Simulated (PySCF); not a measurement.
PySCF 2.14 output of a UHF calculation on a single atom or ion in x2c-QZVPPall, with scalar relativity by spin-free X2C-1e:

```
SCF conv_tol = 1e-09
number electrons alpha = 14  beta = 14
cycle= 1 E= -1518.90431072777  delta_E= 5.37e-09  |g|= 0.000256  |ddm|= 9.58e-05
cycle= 2 E= -1518.90431070209  delta_E= 2.57e-08  |g|= 0.000485  |ddm|= 0.000147
cycle= 3 E= -1518.90431073794  delta_E= -3.59e-08  |g|= 2.6e-06  |ddm|= 9.28e-05
cycle= 4 E= -1518.90431073795  delta_E= -7.96e-12  |g|= 1.24e-07  |ddm|= 5.88e-06
converged SCF energy = -1518.90431073795  <S^2> = -8.8817842e-15  2S+1 = 1
```

The run itself started from symmetry-adapted Hartree-Fock orbitals and held the occupation by maximum overlap, so the iterations belong to that start.

Task: Which element, charge and spin multiplicity is this?

Result: Ni (nickel, neutral), multiplicity 1; the state was [Ar] 3d10, closed-shell 1S (an excited configuration).
